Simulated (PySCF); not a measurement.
**From computed data to an observable: dipole moment from atomic charges**

CH3FO2Si, SMILES O=CO[SiH2]F. Atoms are numbered in the order given.

```xyz
8

O     -0.6535     2.0210     0.0000
C      0.4898     1.6520     0.0000
O      0.8425     0.3723     0.0000
Si    -0.4475    -0.7536     0.0000
F      0.3208    -2.1726     0.0000
H      1.3708     2.3256     0.0000
H     -1.2227    -0.6400     1.2534
H     -1.2227    -0.6400    -1.2534
```
Charge 0, spin multiplicity 1.

Geometry optimised at PBE0-D3(BJ)/def2-SVP. This is a generated structure with no PubChem entry under its InChIKey; it may be hypothetical. The values are those of a single conformer.

Charges (e) from PySCF with PBE/def2-TZVP:

```
atom  ESP fit     IAO
----  -------  ------
O1     -0.455  -0.415
C2      0.514   0.379
O3     -0.366  -0.548
Si4     0.623   1.228
F5     -0.247  -0.513
H6      0.048   0.136
H7     -0.058  -0.133
H8     -0.058  -0.133
```

The dipole moment of the full density is 0.53 D.

**Question.** What dipole moment does each set of point charges give, and which comes closer to that of the density?

**Answer.** 
μ = Σ q r, and 1 e Å = 4.8032 D.
ESP fit: Σ q r = (0.090, 0.046, 0.000) e Å, |μ| = 0.49 D.
IAO: Σ q r = (-0.207, 0.259, 0.000) e Å, |μ| = 1.59 D.
ESP fit comes closer in size. Point charges leave out the atoms' own dipoles (lone pairs, polarised bonds); fits to the potential absorb them, partitions of the density don't.
